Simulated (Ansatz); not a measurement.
C$_{5}$H$_{16}$BNSi (`BN(C(C)C)[SiH](C)C`), relaxed with RKS PBE0-D4/def2-TZVP in the Gaussian-basis code of Ansatz from a PBE-D4/def2-SVP geometry. The force threshold is 0.005 eV/Å; the program also tests the step.

The species carries charge 0 and has multiplicity 1.

Start:

```xyz
24

B     1.321    1.199    1.341
N     0.543    0.451    0.438
C    -0.800   -0.083    0.800
C    -0.707   -1.098    1.943
C    -1.788    1.050    1.097
Si    1.110    0.078   -1.222
C     1.236   -1.794   -1.437
C    -0.098    0.805   -2.479
H     2.412    1.609    0.987
H     0.912    1.437    2.466
H    -1.187   -0.629   -0.091
H    -0.334   -0.612    2.868
H    -0.011   -1.921    1.684
H    -1.701   -1.539    2.161
H    -2.801    0.648    1.300
H    -1.856    1.749    0.239
H    -1.462    1.628    1.985
H     2.462    0.711   -1.376
H     1.579   -2.047   -2.462
H     0.257   -2.293   -1.279
H     1.961   -2.225   -0.717
H    -1.117    0.378   -2.368
H    -0.172    1.906   -2.364
H     0.243    0.590   -3.513
```

```json
{"step": "1", "energy (eV)": "-15482.8864", "largest force (eV/Å)": "0.528", "largest move (Å)": "0.000"}
{"step": "2", "energy (eV)": "-15482.9816", "largest force (eV/Å)": "0.317", "largest move (Å)": "0.031"}
{"step": "3", "energy (eV)": "-15482.9928", "largest force (eV/Å)": "0.061", "largest move (Å)": "0.018"}
{"step": "4", "energy (eV)": "-15482.9928", "largest force (eV/Å)": "0.060", "largest move (Å)": "0.002"}
{"step": "5 (rejected)", "energy (eV)": "-15482.9926", "largest force (eV/Å)": "0.098", "largest move (Å)": "0.013"}
{"step": "6", "energy (eV)": "-15482.9932", "largest force (eV/Å)": "0.011", "largest move (Å)": "0.006"}
{"step": "7", "energy (eV)": "-15482.9932", "largest force (eV/Å)": "0.002", "largest move (Å)": "0.005"}
```

End:

```xyz
24

B     1.303    1.186    1.324
N     0.537    0.443    0.426
C    -0.793   -0.085    0.789
C    -0.698   -1.083    1.931
C    -1.770    1.038    1.091
Si    1.091    0.076   -1.201
C     1.221   -1.775   -1.428
C    -0.092    0.796   -2.456
H     2.376    1.591    0.978
H     0.898    1.419    2.429
H    -1.178   -0.626   -0.085
H    -0.329   -0.595    2.835
H    -0.014   -1.896    1.679
H    -1.679   -1.512    2.150
H    -2.766    0.638    1.298
H    -1.844    1.725    0.245
H    -1.441    1.606    1.964
H     2.430    0.699   -1.353
H     1.569   -2.011   -2.438
H     0.257   -2.272   -1.287
H     1.931   -2.204   -0.718
H    -1.099    0.381   -2.354
H    -0.160    1.881   -2.348
H     0.252    0.579   -3.471
```

It took 21 s on 4 threads of an AMD EPYC 7R13 on a shared host and a share of an NVIDIA H100 80 GB, with 1 GiB of host memory at the peak.
